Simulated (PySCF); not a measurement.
`C(#N)CC1(Br)CC1`, C5H6BrN

Geometry:
```csv
atom,x (Å),y (Å),z (Å)
N1,-1.862,-0.392,2.079
C2,-1.602,-0.373,0.966
C3,-1.260,-0.347,-0.434
C4,0.195,0.022,-0.645
Br5,0.631,0.049,-2.547
C6,1.268,-0.434,0.290
C7,0.890,1.019,0.225
H8,-1.907,0.381,-0.937
H9,-1.463,-1.336,-0.860
H10,0.970,-1.006,1.157
H11,2.219,-0.734,-0.125
H12,1.584,1.707,-0.234
H13,0.333,1.443,1.048
```

Method used: GIAO CAM-B3LYP/pcSseg-1 magnetisability, rotational g tensor and spin-rotation constants, non-relativistic, gas phase (PySCF). Geometry: GFN2-xTB.

The calculation is non-relativistic, which matters for the atoms heavier than Zn.

**Question.** How diamagnetic is it, and how anisotropic?

**Answer.** Isotropic -1469 × 10⁻³⁰ J/T², or -88.5 × 10⁻⁶ cm³/mol; principal values -1716, -1390, -1302 × 10⁻³⁰ J/T², anisotropy 378 × 10⁻³⁰ J/T² (root of half the summed squared differences of the principal values). The susceptibility is in cgs units.

**Question.** Split it along the inertial axes a, b, c into diamagnetic and paramagnetic parts about the centre of mass, with the quadrupole moment.

**Answer.** 
| axis | χ (10⁻⁶ cm³/mol) | diamagnetic (10⁻⁶ cm³/mol) | paramagnetic (10⁻⁶ cm³/mol) | summed x² of all electrons (Å²) | quadrupole Θ (D Å) |
| --- | --- | --- | --- | --- | --- |
| a | -103.3 | -392.3 | 289.1 | 260.2 | -20.09 |
| b | -83.7 | -1213.6 | 1129.9 | 66.6 | +11.85 |
| c | -78.4 | -1386.4 | 1308.0 | 25.9 | +8.24 |

Anisotropies 2χaa − χbb − χcc = -44.4 and 2χbb − χaa − χcc = +14.2 × 10⁻⁶ cm³/mol. Θ is traceless in Buckingham's convention.

**Question.** And the rotational g tensor?

**Answer.** 
| axis | rotational constant (GHz) | g | nuclear part | electronic part |
| --- | --- | --- | --- | --- |
| a | 4.3459 | +0.0225 | 0.6127 | -0.5902 |
| b | 0.9601 | -0.0123 | 0.4973 | -0.5096 |
| c | 0.8430 | -0.0121 | 0.5059 | -0.5180 |

Asymmetric top; isotopes 79Br, 12C, 1H, 14N; no vibrational averaging.
